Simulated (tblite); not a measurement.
C₇H₁₂FP.
Numbering: `[CH2:1]=[CH:2][C@@H:3]1[CH2:4][CH2:5][PH:6][CH2:7][C@H:8]1[F:9]` (hydrogens: H10, H11 on C1; H12 on C2; H13 on C3; H14, H15 on C4; H16, H17 on C5; H18 on P6; H19, H20 on C7; H21 on C8)

Cartesian coordinates in Å at the GFN2-xTB level; atoms count from 1:
```
atom  x, y, z in Å
C1     2.8522   -0.3223    0.4234
C2     1.5360   -0.3187    0.5168
C3     0.6286    0.2450   -0.5352
C4    -0.1968    1.4322   -0.0171
C5    -1.1848    1.0774    1.0882
P6    -2.4742   -0.1600    0.5786
C7    -1.3147   -1.4161   -0.1633
C8    -0.2750   -0.8496   -1.1196
F9    -0.9282   -0.3266   -2.2248
H10    3.3628    0.0816   -0.4358
H11    3.4773   -0.7263    1.2014
H12    1.0556   -0.7304    1.3935
H13    1.2461    0.6123   -1.3637
H14    0.4954    2.1953    0.3499
H15   -0.7451    1.8563   -0.8627
H16   -1.7158    1.9793    1.4065
H17   -0.6701    0.6828    1.9689
H18   -2.7686    0.4615   -0.6403
H19   -0.8132   -1.9475    0.6490
H20   -1.9277   -2.1439   -0.7023
H21    0.3512   -1.6652   -1.5119
```

All values are computed: GFN2-xTB (tblite) harmonic vibrations without scaling, gas phase. The method is semi-empirical: single wavenumbers can be off by several per cent or more. Modes of hydrogen on phosphorus can be 10 to 20 % off. One conformer, not necessarily the lowest.

Harmonic wavenumbers (cm⁻¹): 42.9, 83.5, 134.0, 205.4, 250.6, 291.1, 313.1, 343.4, 391.6, 442.0, 516.7, 644.8, 659.8, 669.9, 699.2, 735.0, 816.3, 837.3, 889.0, 903.2, 909.9, 941.7, 955.3, 997.6, 1011.8, 1027.1, 1079.2, 1097.7, 1124.5, 1162.6, 1177.9, 1194.7, 1238.6, 1261.0, 1277.1, 1289.0, 1294.1, 1318.9, 1326.5, 1349.6, 1419.7, 1433.5, 1451.7, 1479.3, 1715.0, 2278.0, 2873.9, 2929.7, 2942.2, 2952.1, 2956.6, 2962.8, 2969.3, 2972.4, 3067.5, 3098.4, 3126.7.

A = 1962, B = 1073, C = 903.4 MHz; mass 146.066 u (most abundant isotopes); point group C1, symmetry number 1.

Problem. What is the zero-point energy?

Solution. Half the sum of the wavenumbers: 37766 cm⁻¹ = 107.98 kcal/mol.

Problem. Entropy at 400 K, 1 bar (ideal gas, RRHO, classical rotation)?

Solution. Translation 42.33, rotation 30.39, vibration 36.33: S = 109.1 cal/(mol K).

Problem. And Cp and H(400 K) − H(0)?

Solution. Cp = 50.65 cal/(mol K), of which vibrations give 42.70 (their classical limit is 57 R = 113.3); H(400 K) − H(0) = 11.12 kcal/mol without the zero-point energy, 7.94 from vibrations.

Problem. Which modes carry the vibrational entropy at 400 K?

Solution. 42.9 cm⁻¹: 5.70; 83.5 cm⁻¹: 4.38; 134.0 cm⁻¹: 3.46; 205.4 cm⁻¹: 2.63; 250.6 cm⁻¹: 2.26; 291.1 cm⁻¹: 1.98 cal/(mol K); the other 51 give 15.91 together.

Problem. What must be added to the electronic energy to get the Gibbs energy at 400 K and 1 bar?

Solution. ZPE + [H(400 K) − H(0)] − T·S = 107.98 + 11.12 − 43.62 = 75.48 kcal/mol.

Hindered rotation and anharmonicity are outside this model. Other conformers, if any are populated, would add a mixing term that is left out. The structure is chiral; the term R ln 2 for an equal mix with its mirror image is left out.

Run on an Arm Neoverse V2 with one thread, shared host. This covers the Hessian and the dipole derivatives.
